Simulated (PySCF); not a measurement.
naphthalene (C10H8), SMILES c1ccc2ccccc2c1.

Geometry: r2SCAN-D4/def2-SVP.

Two levels are set side by side: TDA-PBE/def2-SVP (PySCF) and TDA-B3LYP/def2-SVP (PySCF). Vertical, same geometry. The lowest singlet is HOMO→LUMO+1 50 %, HOMO−1→LUMO 50 % with PBE and HOMO−1→LUMO 50 %, HOMO→LUMO+1 50 % with the other functional; states are paired by order. Differences are taken from unrounded values.

| quantity | TDA-B3LYP |
|---|---|
| lowest singlet excitation (eV) | 4.49 |
| lowest triplet excitation (TDA) (eV) | 2.99 |
| first bright state (f over 0.05) (eV) | 4.60 |
| its oscillator strength | 0.08 |

Task: What does TDA-PBE give, and how far is it from TDA-B3LYP? (An estimate is asked for; the answer gives what the named calculation found.)

Result: 
| quantity | TDA-PBE | TDA-PBE minus TDA-B3LYP |
|---|---|---|
| lowest singlet excitation (eV) | 4.27 | -0.22 |
| lowest triplet excitation (TDA) (eV) | 2.94 | -0.05 |
| first bright state (f over 0.05) (eV) | 4.32 | -0.28 |
| its oscillator strength | 0.06 | -0.02 |

Functionals without exact exchange tend to place singlet excitations lower, as here. Differences between two approximate levels are no errors against the true value.

Rough cost on one machine, each run with all the roots and properties that it gave: TDA-B3LYP against TDA-PBE within a factor of 2.
